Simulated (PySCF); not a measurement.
Method: PySCF with TPSSh-D3(BJ)/def2-TZVP // BP86-D3(BJ)/def2-SVP. Isolated molecules, 0 K electronic values unless said otherwise. One relaxed conformer stands for a flexible species; it need not be the lowest. 

Reference species: [Ti(F)2(OH)2] (neutral, multiplicity 1).

```yaml
charge on the central atom (Mulliken): 1.64 e
HOMO: -9.05 eV
coordination_number: 4
LUMO: -2.52 eV
```

After one change: the charge on the central atom (Mulliken) goes up by 0.02 e; the HOMO falls by 2.33 eV; the coordination number stays essentially unchanged; the LUMO falls by 1.21 eV.

Question: What was changed between the two runs? The new species is one of these.
A) [Ti(F)3(OH)]
B) [Ti(F)(OH)3]
C) [Ti(F)4]
D) [Ti(OH)4]

Answer: C, [Ti(F)4]
